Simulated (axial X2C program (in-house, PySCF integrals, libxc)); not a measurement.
**Nuclear properties of CaF⁺**

Calculated with an in-house all-electron X2C program for linear molecules (integrals from PySCF): two-component X2C with atomic mean-field Coulomb and Gaunt terms, Gaussian nuclei, basis Ca dyall-cv3z, F dyall-av3z with contracted cores.

R = 1.861 Å (near the PBE0 minimum at charge 1 of the determinant lowest at the starting distance; the state shown can have its own minimum elsewhere).

Determinant lowest in the PBE0 search, Ω = 0 (closed shell), highest spinor 90% F p, 6% Ca d, 2% Ca f:

```tsv
level	qzz Ca (a.u.)	qzz F (a.u.)
PBE0	-0.86	-0.05
HF	-0.93	-0.20
BHandHLYP	-0.90	-0.13
LDA	-0.88	-0.06
TPSSh	-0.84	-0.05
```

qzz is the electric field gradient, eQq0 = 234.96 MHz × Q/barn × qzz. The operators were transformed with the bare-nucleus X2C matrices; with these basis sets, hyperfine constants and field gradients can be off by tens of per cent, and where levels differ in sign neither size nor sign is settled.

(1) With Q(43Ca) = -0.0408 barn (Q from Pyykkö, Mol. Phys. 2018), turn the PBE0 values of the first state into constants in MHz.

Each state is one determinant with collinear spin. The search compared states at one distance, so a state with another bond length can lie lower. Where a field gradient or hyperfine factor spreads by more than a factor of two over the levels, a constant derived from it is not to be relied on.

Answers

(1) eQq0(43Ca) = 234.96 × (-0.0408) × (-0.86) = 8.24 MHz.
